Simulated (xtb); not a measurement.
xtb input (GFN1-xTB):

```bash
xtb mol.xyz --gfn 1 --sp --chrg 0 --uhf 0
```
mol.xyz:
```
4

F     -0.84442754    -1.21264784    -0.50851344
As     0.00430976    -0.00973490     0.39902916
F      1.47486281    -0.10210959    -0.50647003
F     -0.64623773     1.35045204    -0.44812347
```

End of the output:

```
         :::::::::::::::::::::::::::::::::::::::::::::::::::::
         ::                     SUMMARY                     ::
         :::::::::::::::::::::::::::::::::::::::::::::::::::::
         :: total energy             -17.857862663799 Eh    ::
         :: gradient norm              0.007467924973 Eh/a0 ::
         :: HOMO-LUMO gap              6.665864954237 eV    ::
         ::.................................................::
         :: SCC energy               -17.864263416607 Eh    ::
         :: -> electrostatic           0.045520744429 Eh    ::
         :: repulsion energy           0.007061959151 Eh    ::
         :: dispersion energy         -0.000661206343 Eh    ::
         :: halogen bond corr.         0.000000000000 Eh    ::
         :: add. restraining           0.000000000000 Eh    ::
         :: total charge               0.000000000000 e     ::
         :::::::::::::::::::::::::::::::::::::::::::::::::::::

           -------------------------------------------------
          |                Property Printout                |
           -------------------------------------------------

    * Orbital Energies and Occupations

         #    Occupation            Energy/Eh            Energy/eV
      -------------------------------------------------------------
         1        2.0000           -0.9519438             -25.9037
         2        2.0000           -0.9159499             -24.9243
         3        2.0000           -0.9159499             -24.9243
         4        2.0000           -0.8027621             -21.8443
         5        2.0000           -0.6513171             -17.7232
         6        2.0000           -0.6513171             -17.7232
         7        2.0000           -0.6449960             -17.5512
         8        2.0000           -0.6225850             -16.9414
         9        2.0000           -0.6225850             -16.9414
        10        2.0000           -0.6042568             -16.4427
        11        2.0000           -0.6029279             -16.4065
        12        2.0000           -0.6029279             -16.4065
        13        2.0000           -0.5725940             -15.5811 (HOMO)
        14                         -0.3276280              -8.9152 (LUMO)
        15                         -0.3276280              -8.9152
        16                         -0.2053347              -5.5874
Note: The following floating-point exceptions are signalling: IEEE_DENORMAL
normal termination of xtb
        17                         -0.1068858              -2.9085
        18                         -0.0965093              -2.6262
        19                         -0.0965093              -2.6262
        20                          0.1878863               5.1126
        21                          0.1878863               5.1126
      -------------------------------------------------------------
                  HL-Gap            0.2449660 Eh            6.6659 eV
             Fermi-level           -0.4501110 Eh          -12.2481 eV

  Mulliken/CM5 charges         n(s)   n(p)   n(d)
     1F    -0.12635 -0.13778   1.786  5.340  0.000
     2As    0.37906  0.41335   1.851  1.984  0.785
     3F    -0.12635 -0.13778   1.786  5.340  0.000
     4F    -0.12635 -0.13778   1.786  5.340  0.000

Wiberg/Mayer (AO) data.
largest (>0.10) Wiberg bond orders for each atom

 ---------------------------------------------------------------------------
     #   Z sym  total        # sym  WBO       # sym  WBO       # sym  WBO
 ---------------------------------------------------------------------------
     1   9 F    1.422 --     2 As   1.322
     2  33 As   3.965 --     1 F    1.322     4 F    1.322     3 F    1.322
     3   9 F    1.422 --     2 As   1.322
     4   9 F    1.422 --     2 As   1.322
 ---------------------------------------------------------------------------

Topologies differ in total number of bonds
Writing topology from bond orders to xtbtopo.mol

 dipole moment from electron density (au)
     X       Y       Z
   0.0094  -0.0213   0.8744  total (Debye):    2.223

           -------------------------------------------------
          | TOTAL ENERGY              -17.857862663799 Eh   |
          | GRADIENT NORM               0.007467924973 Eh/α |
          | HOMO-LUMO GAP               6.665864954237 eV   |
           -------------------------------------------------

------------------------------------------------------------------------
------------------------------------------------------------------------
 total:
 SCF:
```
